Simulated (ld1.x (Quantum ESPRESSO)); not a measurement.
Values are calculated unless marked as measured or tabulated.
## Pseudopotentials across the periodic table

Generated with ld1.x 7.5 (TM, RRKJ, ultrasoft, PAW), atompaw 4.2 or ONCVPSP 4.0.1. The cutoff is in Ry: for ld1.x and atompaw files where the sum of valence levels is converged to 10 mRy in a Bessel basis, for ONCV files where the hardest occupied wave has 1 mHa per electron of residual kinetic energy. The error is the largest all-electron minus pseudo excitation energy over each file’s own four to seven test configurations (ionisations up to +4, promotions, holes and added fractions of an electron), all of which were solved. The labels leave out finer settings (local radius, basis sizes, second energies), which also bear on the numbers. Spin-polarised tests are not counted. The rows are a selection from randomly drawn settings: files with unsolved tests, undetermined cutoffs or missed reference levels are left out.

| element | potential | cutoff (Ry) | largest error (meV) | bound ghosts |
| --- | --- | --- | --- | --- |
| Be | TM, revPBE, scalar-relativistic, rc 1.95/4.20 (sp), local p, core correction yes, reference 2s1.5 2p0.5 | 8 | -158 | none |
| Sc | TM, PBE, scalar-relativistic, rc 2.35/1.00/1.55 (spd), local s, core correction no, reference 3p6 3d1 4s1.5 4p0 | 80 | -1027 | none |
| Cr | TM semilocal, PBEsol, scalar-relativistic, rc 2.30/1.20/0.95 (spd), local s, core correction yes, reference 3p6 3d4 4s0 4p0 | 180 | -44 | none |
| Tc | TM semilocal, PBEsol, scalar-relativistic, rc 2.35/4.00/1.45 (spd), local s, core correction yes, reference 4d5 5s2 5p0 | 50 | -150 | none |
| Tc | RRKJ, revPBE, scalar-relativistic, rc 2.05/1.80/1.70 (spd), local s, core correction no, reference 4p6 4d5 5s2 5p0 | 40 | -1159 | none |
| W | TM, LDA (PZ), fully relativistic, rc 1.70/1.95/2.25 (spd), local s, core correction no, reference 5s2 5p6 5d4 6s0 6p0 | 50 | +4984 | none |
| Au | PAW, BLYP, scalar-relativistic, rc 2.45/3.70/1.70 (spd), local smoothed, core correction yes, reference 5d10 6s0.5 6p0 | 40 | +58 | none |

Q: Fill in the row for Ag: TM, PBE, scalar-relativistic, rc 1.75/3.15/1.70 (spd), local s, core correction no, reference 4d10 5s0 5p1.

A: cutoff 70 Ry, largest error -1285 meV, bound ghosts: none.
